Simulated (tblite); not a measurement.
Species: F₂H₇NSi₃.
SMILES with atom numbers: `[NH2:1][Si:2]([F:3])([F:4])[SiH2:5][SiH3:6]` (hydrogens: H7, H8 on N1; H9, H10 on Si5; H11, H12, H13 on Si6)

A start from a force field or distance geometry was refined with GFN2-xTB geometry optimisation, gas phase in tblite 0.8.0. Values at the start:

```tsv
coordinate	start
N1–Si2	1.697 Å
N1–H7	1.026 Å
Si2–F3	1.603 Å
Si2–F4	1.600 Å
Si2–Si5	2.296 Å
Si5–Si6	2.291 Å
Si5–H9	1.502 Å
Si6–H11	1.486 Å
N1–Si2–F3	105.2°
N1–Si2–F4	104.6°
N1–Si2–Si5	114.0°
Si2–Si5–Si6	101.9°
F3–Si2–F4	109.3°
F3–Si2–Si5	111.3°
F4–Si2–Si5	112.0°
```

Question: How do these coordinates change at the GFN2-xTB level?

Answer: 
```csv
coordinate,GFN2-xTB (Å or °),change
Si5–Si6,2.320,+0.029
Si5–H9,1.477,-0.025
Si6–H11,1.466,-0.020
Si2–F4,1.619,+0.019
N1–H7,1.008,-0.018
Si2–Si5,2.285,-0.011
N1–Si2,1.707,+0.010
Si2–F3,1.607,+0.004
Si2–Si5–Si6,115.2,+13.3
F3–Si2–F4,97.9,-11.4
N1–Si2–F4,112.0,+7.4
N1–Si2–Si5,118.8,+4.8
F4–Si2–Si5,109.3,-2.7
F3–Si2–Si5,113.6,+2.3
N1–Si2–F3,103.2,-2.0
```

The energy falls by 40.5 kJ/mol over 65 L-BFGS steps, the largest force on an atom goes from 1.50 to 0.009 eV/Å, and the atoms move by 0.308 Å rms after alignment. The bond that changes most is Si5–Si6 (SiH2 silicon to SiH3 silicon), which lengthens by 0.029 Å. Bonds longer at the end by more than 0.005 Å: 3 of 12; shorter: 8. Among the dihedrals that turn most is H8–N1–Si2–F4, from 33° to 83°. Rotational constants go from 2862, 1053, 984.5 to 3061, 948.5, 879.3 MHz.

The run took 0.36 s wall on one thread of an Arm Neoverse V2, no GPU (shared host).

Its lowest GFN2-xTB frequency is 11 cm⁻¹, too small to tell a flat minimum from a shallow saddle. The numbers are those of one conformer. 3 starts were optimised and ended at 0.00, 0.41 and 0.51 kcal/mol (GFN2-xTB); the lowest of these is shown.

All values are computed, not measured.
